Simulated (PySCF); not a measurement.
C4H13BO3Si, SMILES C[Si](C)(O)CCB(O)O, GFN2-xTB optimised geometry.

```
22

Si    -0.62    -1.85    -0.06
C     -1.45    -1.98    -1.77
C      0.37    -3.42     0.35
O     -1.74    -1.79     1.14
C      0.50    -0.30    -0.02
C     -0.31     1.01     0.00
B      0.58     2.35     0.00
O      1.94     2.35     0.00
O     -0.05     3.54     0.00
H     -2.17    -2.80    -1.79
H     -1.99    -1.07    -2.02
H     -0.73    -2.16    -2.56
H      0.83    -3.36     1.33
H     -0.28    -4.29     0.34
H      1.16    -3.59    -0.38
H     -2.35    -1.06     1.19
H      1.14    -0.33     0.86
H      1.16    -0.29    -0.89
H     -0.98     1.04    -0.86
H     -0.95     1.02     0.88
H      2.35     1.48     0.00
H      0.54     4.29     0.00
```

Density from PySCF with B3LYP/def2-SVP at that geometry.

Minimum of the electron density along straight lines between bonded atoms, close to the bond critical point (lines longer than 1.1 times the sum of covalent radii, or with two minima, are not listed):

```
bond    length / Å  ρ at the minimum / e bohr⁻³  ∇²ρ there / e bohr⁻⁵  position (fraction from the first atom)
------  ----------  ---------------------------  --------------------  ---------------------------------------
Si1–C2       1.907                        0.111                  0.31                                     0.38
Si1–C3       1.898                        0.113                  0.32                                     0.38
Si1–O4       1.637                          [?]                  1.05                                     0.41
Si1–C5       1.915                        0.111                  0.30                                     0.38
C5–C6        1.536                        0.235                   [?]                                     0.50
C6–B7        1.603                        0.179                   [?]                                     0.68
B7–O8        1.360                        0.201                  1.14                                     0.33
B7–O9        1.351                        0.208                  1.14                                     0.33
C2–H10       1.086                        0.272                 -0.97                                     0.62
C2–H11       1.087                        0.271                 -0.96                                     0.62
C2–H12       1.085                        0.272                 -0.97                                     0.62
C3–H13       1.085                        0.273                 -0.98                                     0.62
C3–H14       1.084                        0.273                 -0.98                                     0.62
C3–H15       1.085                        0.272                 -0.97                                     0.62
O4–H16       0.954                        0.356                 -2.36                                     0.81
C5–H17       1.092                        0.271                 -0.94                                     0.62
C5–H18       1.091                        0.270                 -0.94                                     0.61
C6–H19       1.091                        0.272                 -0.95                                     0.62
C6–H20       1.092                        0.271                 -0.94                                     0.62
O8–H21       0.957                        0.358                 -2.39                                     0.81
O9–H22       0.958                        0.357                 -2.37                                     0.81
```

Task: Fill in the missing entries.

Result: 
- Si1–O4, ρ at the minimum / e bohr⁻³: 0.126
- C5–C6, ∇²ρ there / e bohr⁻⁵: -0.51
- C6–B7, ∇²ρ there / e bohr⁻⁵: -0.24
